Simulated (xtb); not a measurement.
H2AlO2 (SMILES [OH][Al][OH]), doublet, geometry from GFN2-xTB (such geometries of metal compounds can be far from the true shape) (the spin is typed, not shown lowest); GFN0-xTB (xtb).

The xtb input:
```
$ xtb mol.xyz --gfn 0 --uhf 1 --ohess --json

# file mol.xyz
5

Al     0.00353809    -0.25945260    -0.04632862
O      1.19806464     0.35864318    -1.01835264
H      1.86987346     0.76015792    -1.55606254
O     -1.20230510    -0.04768496     1.07387825
H     -1.88194496     0.12506018     1.71412967
```

Problem. Write the output that xtb gives for this input, abridged.

Solution. 
```
   ID    Z sym.   atoms
    1   13 Al     1
    2    8 O      2, 4
    3    1 H      3, 5

           -------------------------------------------------
          |                Calculation Setup                |
           -------------------------------------------------

           -------------------------------------------------
          |                 G F N 0 - x T B                 |
           -------------------------------------------------

          ...................................................
          :                      SETUP                      :
          :.................................................:
          :  # basis functions                  22          :
          :  # atomic orbitals                  21          :
          :  # shells                           11          :
          :  # electrons                        17          :
          :  electronic temp.          300.0000000     K    :
          :  accuracy                    1.0000000          :
          :  -> integral cutoff          0.2500000E+02      :
          :  -> integral neglect         0.1000000E-07      :
          ...................................................

         :::::::::::::::::::::::::::::::::::::::::::::::::::::
         ::                     SUMMARY                     ::
         :::::::::::::::::::::::::::::::::::::::::::::::::::::
         :: total energy              -8.841425281422 Eh    ::
         :: gradient norm              0.027377687697 Eh/a0 ::
         :: HOMO-LUMO gap              3.942835122560 eV    ::
         ::.................................................::
         :: H0 energy                 -8.784608749154 Eh    ::
         :: repulsion energy           0.063840964319 Eh    ::
         :: electrostat energy        -0.120005372178 Eh    ::
         :: -> Gsolv                   0.000000000000 Eh    ::
         ::    -> Gsasa                0.000000000000 Eh    ::
         ::    -> Gshift               0.000000000000 Eh    ::
         :: dispersion energy         -0.000652124409 Eh    ::
         :: short-range corr.          0.000000000000 Eh    ::
         :: add. restraining           0.000000000000 Eh    ::
         :: total charge               0.000000000000 e     ::
         :::::::::::::::::::::::::::::::::::::::::::::::::::::

      -----------------------------------------------------------
     |                   =====================                   |
     |                        A N C O P T                        |
     |                   =====================                   |
     |               Approximate Normal Coordinate               |
     |                Rational Function Optimizer                |
      -----------------------------------------------------------
      -----------------------------------------------------------
     |                   =====================                   |
     |                        A N C O P T                        |
     |                   =====================                   |
     |               Approximate Normal Coordinate               |
     |                Rational Function Optimizer                |
      -----------------------------------------------------------

          ...................................................
          :                      SETUP                      :
          :.................................................:
          :   optimization level            normal          :
          :   max. optcycles                   200          :
          :   ANC micro-cycles                  20          :
          :   degrees of freedom                 9          :
          :.................................................:
          :   RF solver                   davidson          :
          :   write xtbopt.log                true          :
          :   linear?                        false          :
          :   energy convergence         0.5000000E-05 Eh   :
          :   grad. convergence          0.1000000E-02 Eh/α :
          :   maxmium RF displ.          1.0000000          :
          :   Hlow (freq-cutoff)         0.1000000E-01      :
          :   Hmax (freq-cutoff)         5.0000000          :
          :   S6 in model hess.         20.0000000          :
          ...................................................

generating ANC from exact Hessian ...
Using Lindh-Hessian (1995)
 Shifting diagonal of input Hessian by    1.0473155636958368E-002
 Lowest  eigenvalues of input Hessian
    0.010000    0.010308    0.000000    0.000000    0.000000    0.000000
    0.000000    0.000000    0.061873    0.301179    0.370006    0.595481
    0.875138    1.720869    2.289577
 Highest eigenvalues
    0.301179    0.370006    0.595481    0.875138    1.720869    2.289577

........................................................................
.............................. CYCLE    1 ..............................
........................................................................
 * total energy  :    -8.8414253 Eh     change        0.0000000E+00 Eh
   gradient norm :     0.0273777 Eh/α   predicted     0.0000000E+00 (   0.00%)
   displ. norm   :     0.0561141 α      lambda       -0.1038723E-02
   maximum displ.:     0.0389450 α      in ANC's #4, #3, #6, ...

........................................................................
.............................. CYCLE    2 ..............................
........................................................................
 * total energy  :    -8.8423556 Eh     change       -0.9303023E-03 Eh
   gradient norm :     0.0211168 Eh/α   predicted    -0.5209978E-03 ( -44.00%)
   displ. norm   :     0.2479027 α      lambda       -0.3307012E-02
   maximum displ.:     0.1790617 α      in ANC's #3, #4, #6, ...

........................................................................
.............................. CYCLE    3 ..............................
[...]
 * total energy  :    -8.8470715 Eh     change       -0.1381201E-02 Eh
 * total energy  :    -8.8482977 Eh     change       -0.1226183E-02 Eh
 * total energy  :    -8.8484022 Eh     change       -0.1044740E-03 Eh
 * total energy  :    -8.8484502 Eh     change       -0.4799449E-04 Eh
 * total energy  :    -8.8484924 Eh     change       -0.4221006E-04 Eh
 * total energy  :    -8.8487188 Eh     change       -0.2264631E-03 Eh
 * total energy  :    -8.8488533 Eh     change       -0.1344884E-03 Eh
 * total energy  :    -8.8490137 Eh     change       -0.1604139E-03 Eh
 * total energy  :    -8.8490134 Eh     change        0.3337997E-06 Eh
 * total energy  :    -8.8490579 Eh     change       -0.4448052E-04 Eh
 * total energy  :    -8.8490659 Eh     change       -0.7957914E-05 Eh
 * total energy  :    -8.8490701 Eh     change       -0.4230285E-05 Eh
   *** GEOMETRY OPTIMIZATION CONVERGED AFTER 18 ITERATIONS ***
         :: total energy              -8.849070081823 Eh    ::
[...]
             Fermi-level            0.0000000 Eh            0.0000 eV

     #   Z          covCN         q      C6AA      α(0)
     1  13 Al       1.469     0.464   250.439    37.599
     2   8 O        1.540    -0.578    24.559     6.698
     3   1 H        0.806     0.346     0.597     1.213
     4   8 O        1.540    -0.578    24.559     6.698
     5   1 H        0.806     0.346     0.597     1.213

 Mol. C6AA /au·bohr⁶  :        701.317952
 Mol. C8AA /au·bohr⁸  :      40108.653159
 Mol. α(0) /au        :         53.420974

Wiberg/Mayer (AO) data.
largest (>0.10) Wiberg bond orders for each atom

 ---------------------------------------------------------------------------
     #   Z sym  total        # sym  WBO       # sym  WBO       # sym  WBO
 ---------------------------------------------------------------------------
Molecule has the following symmetry elements: (C2) 2*(sigma)
It seems to be the C2v point group
     1  13 Al   2.071 --     2 O    1.039     4 O    1.039
     2   8 O    2.051 --     1 Al   1.039     3 H    0.975
     3   1 H    0.974 --     2 O    0.975
     4   8 O    2.051 --     1 Al   1.039     5 H    0.975
     5   1 H    0.974 --     4 O    0.975
 ---------------------------------------------------------------------------

Topologies differ in total number of bonds
Writing topology from bond orders to xtbtopo.mol

 dipole moment from electron density (au)
     X       Y       Z
   0.0165  -1.2136  -0.2167  total (Debye):    3.134

           -------------------------------------------------
          |               Frequency Printout                |
           -------------------------------------------------
 projected vibrational frequencies (cm⁻¹)
eigval :       -0.00    -0.00    -0.00     0.00     0.00     0.00
eigval :      147.35   277.86   301.04   316.33   322.55   539.61
eigval :      541.33  3574.91  3577.64
 reduced masses (amu)
   1: 15.64   2: 19.14   3: 26.06   4: 20.07   5: 15.82   6: 14.52   7: 18.11   8:  3.39
   9:  3.26  10:  2.34  11:  2.43  12: 18.29  13: 20.12  14:  1.90  15:  1.91
 IR intensities (km·mol⁻¹)
   1:  0.98   2:  0.30   3:  3.98   4:  0.07   5:  0.51   6:  0.76   7:  4.56   8:  7.13
   9:  0.00  10:238.26  11:274.86  12:  0.03  13:  0.68  14:  0.79  15:  8.94
 Raman intensities (Ä⁴*amu⁻¹)
   1:  0.00   2:  0.00   3:  0.00   4:  0.00   5:  0.00   6:  0.00   7:  0.00   8:  0.00
   9:  0.00  10:  0.00  11:  0.00  12:  0.00  13:  0.00  14:  0.00  15:  0.00
 output can be read by thermo (or use thermo option).
 writing <g98.out> molden fake output.
 recommended (thermochemical) frequency scaling factor: 1.0
           -------------------------------------------------
          |             Thermodynamic Functions             |
           -------------------------------------------------

c2v symmetry found (for desy threshold:  0.10E+00) used in thermo

          ...................................................
          :                      SETUP                      :
          :.................................................:
          :  # frequencies                           9      :
          :  # imaginary freq.                       0      :
          :  linear?                             false      :
          :  only rotor calc.                    false      :
          :  symmetry                              c2v      :
          :  rotational number                       2      :
          :  scaling factor                  1.0000000      :
          :  rotor cutoff                   50.0000000 cm⁻¹ :
          :  imag. cutoff                  -20.0000000 cm⁻¹ :
          :.................................................:

    mode    ω/cm⁻¹     T·S(HO)/kcal·mol⁻¹    T·S(FR)/kcal·mol⁻¹   T·S(vib)
   ------------------------------------------------------------------------
       1    147.35    -0.80686 ( 98.69%)    -0.73579 (  1.31%)    -0.80593
       2    277.86    -0.46118 ( 99.90%)    -0.54816 (  0.10%)    -0.46128
   ------------------------------------------------------------------------

   temp. (K)  partition function   enthalpy   heat capacity  entropy
                                   cal/mol     cal/K/mol   cal/K/mol   J/K/mol
 298.15  VIB   6.55                 1694.282     10.872      9.417
         ROT  0.122E+05              888.752      2.981     21.674
         INT  0.797E+05             2583.034     13.853     31.091
         TR   0.461E+27             1481.254      4.968     38.227
         TOT                        4064.2881    18.8210    69.3180   290.0265

       T/K    H(0)-H(T)+PV         H(T)/Eh          T*S/Eh         G(T)/Eh
   ------------------------------------------------------------------------
    298.15    0.647686E-02    0.283441E-01    0.329352E-01   -0.459113E-02
   ------------------------------------------------------------------------

         :::::::::::::::::::::::::::::::::::::::::::::::::::::
         ::                  THERMODYNAMIC                  ::
         :::::::::::::::::::::::::::::::::::::::::::::::::::::
         :: total free energy          -8.853661209737 Eh   ::
         ::.................................................::
         :: total energy               -8.849070081823 Eh   ::
         :: zero point energy           0.021867239214 Eh   ::
         :: G(RRHO) w/o ZPVE           -0.026458367127 Eh   ::
         :: G(RRHO) contrib.           -0.004591127914 Eh   ::
         :::::::::::::::::::::::::::::::::::::::::::::::::::::

optimized geometry written to: xtbopt.xyz

           -------------------------------------------------
          | TOTAL ENERGY               -8.849070081823 Eh   |
          | TOTAL ENTHALPY             -8.820725987286 Eh   |
          | TOTAL FREE ENERGY          -8.853661209737 Eh   |
          | GRADIENT NORM               0.000998537438 Eh/α |
          | HOMO-LUMO GAP               4.302107858930 eV   |
           -------------------------------------------------

normal termination of xtb
```
